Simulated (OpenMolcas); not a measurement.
## Ce3+: moving the ligands

Ce3+ with 6 ligands (oxide) in trigonal antiprismatic coordination (D3d) at 2.39 Å, a polar angle of 55.8° against the regular 54.74°. A charge of +1.5 e stands 2.8 Å behind each ligand. Ligand basis ANO-RCC-VDZP.

```json
{
 "Program": "OpenMolcas",
 "Method": "CASSCF",
 "Basis": "ANO-RCC-VDZP [7s6p4d2f1g]",
 "Scalar Hamiltonian": "DKH2, point nucleus",
 "Active space": "1 electron in 7 orbitals (4f)",
 "State averaging": "2S+1 = 2 odd, 7 roots",
 "Spin-orbit coupling": "RASSI with atomic mean-field integrals over the reference wave functions"
}
```

Runs around this geometry, states (labels of D3, the rotations of D3d). Energies in cm-1 above the lowest state or level, χT in cm3 K/mol.

| R (Å) | Ground state | First state of that spin | First gap with spin-orbit (degeneracies) | Width of lowest J | χT at 300 K |
| --- | --- | --- | --- | --- | --- |
| 2.3 | 2A2 | 2E 825.3 | 899.7 (2, 2) | 973 | 0.408 |
| 2.39 | 2A2 | 2E 672.6 | 789.0 (2, 2) | 858 | 0.454 |
| 2.52 | 2A2 | 2E 515.8 | 637.1 (2, 2) | 699 | 0.526 |

Taking the width of the lowest J multiplet as R^-n, n = -ln(699 / 973) / ln(2.52 / 2.3) = 3.6 between the shortest and longest distance.

The oxide ions are held by bare point charges, a crude embedding. No measured value stands beside these numbers; the geometry was imposed, not optimised, and the real ion may take another.
